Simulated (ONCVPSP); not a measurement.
**Which change was made? (Be, ONCV)**

```
Element                 : beryllium
Generator               : ONCVPSP 4.0.1
Type                    : optimised norm-conserving Vanderbilt (ONCV)
Functional              : PBEsol
Relativity              : scalar-relativistic
Frozen core             : [He]
Valence charge          : 2
Reference configuration : 2s2
Partial waves           : 2s: rc 2.05 bohr, ncon 4, nbas 7, qcut 3.3 1/bohr, 3 projectors, debl 0.5 Ha; p scattering state at 0.43 Ha: rc 1.75 bohr, ncon 3, nbas 7, qcut 4.6 1/bohr, local
Local potential         : the p channel
Core correction         : Teter function fitted to the true core (icmod 2), fcfact 0.7
```

In the p channel the program set the typed energies aside and used 0.050 Ha.

Cutoffs, loose and tight: the cutoffs (Ha) at which the residual kinetic energy of the hardest occupied pseudo-wave falls to 1 and 0.1 mHa per electron. They do not see the model core or the augmentation charge, which bear on the density cutoff. Test errors are all-electron minus pseudo excitation energies from the reference, over the configurations 2s1; 2s1.5; 2s1 2p1; 2s0 2p2; variants that change the core or the reference have their own tests.

The base gives: outcome: generated, projector energies reset by the program; cutoff, loose: 5.0 Ha; cutoff, tight: 20 Ha; bound ghosts: s; GHOST(+) flags above zero: none; largest test error (meV): +5.7.

(1) After one change the result is: outcome: generated, projector energies reset by the program; cutoff, loose: 5.2 Ha; cutoff, tight: 8.0 Ha; bound ghosts: none; GHOST(+) flags above zero: s; largest test error (meV): +7.4. Which change was it?
A. s: qcut 2.1; p: qcut 2.9
B. s: qcut 2.5; p: qcut 3.5
C. s: qcut 2.8; p: qcut 3.9
D. s: qcut 4.7; p: qcut 6.6
E. s: qcut 3.7; p: qcut 5.2

Answers

(1) E. The others give: s: qcut 2.8; p: qcut 3.9 → outcome: generated, projector energies reset by the program; cutoff, loose: 5.6 Ha; cutoff, tight: 24 Ha; bound ghosts: s; GHOST(+) flags above zero: none; largest test error (meV): -6.2 | s: qcut 4.7; p: qcut 6.6 → outcome: generated, projector energies reset by the program; cutoff, loose: 6.2 Ha; cutoff, tight: 8.5 Ha; bound ghosts: none; GHOST(+) flags above zero: none; largest test error (meV): +10 | s: qcut 2.5; p: qcut 3.5 → outcome: generated, projector energies reset by the program; cutoff, loose: 9.3 Ha; cutoff, tight: 25 Ha; bound ghosts: none; GHOST(+) flags above zero: s; largest test error (meV): -7.2 | s: qcut 2.1; p: qcut 2.9 → outcome: generated, projector energies reset by the program; cutoff, loose: 12 Ha; cutoff, tight: 26 Ha; bound ghosts: none; GHOST(+) flags above zero: s; largest test error (meV): -7.2.
